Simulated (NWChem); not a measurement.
# Correlation energy of CH3OS

SMILES: C[S]=O
```xyz
6

C      0.3118    -1.3914     0.0000
S     -0.5096     0.2193     0.0000
O      0.6088     1.2468     0.0000
H      0.9381    -1.4816    -0.8994
H     -0.4630    -2.1725     0.0000
H      0.9381    -1.4816     0.8994
```
Charge 0, spin multiplicity 2.

All runs are NWChem calculations. All single points use one geometry, from UPBE0/def2-SVP, a minimum by its harmonic frequencies.

Basis set: 6-311G**. Each correlation energy counts from its own Hartree-Fock reference.

| method | correlation energy (mHa) | remark |
|---|---|---|
| SCS-UMP2 | -454.9 | - |
| CCSD[T] on ROHF | -526.9 | large amplitudes |
| UMP2 | -463.2 | - |
| CCSD(T) on ROHF | -525.4 | large amplitudes |
| CCSD on ROHF | -507.5 | large amplitudes |

The values span 72.1 mHa, from CCSD[T] on ROHF (lowest) to SCS-UMP2 (highest). 

The correlated methods keep 7 core orbitals frozen. The Pople sets run with spherical d functions. The structure started from a generated list of species. The unpaired electrons of the parent sit in orbitals of symmetry a" (Cs labels of the run); other states weren't searched. No SCF solution was tested for a lower state. Open-shell Hartree-Fock references start from PBE0 orbitals. Coupled-cluster values serve here as a point of comparison, not as the truth.
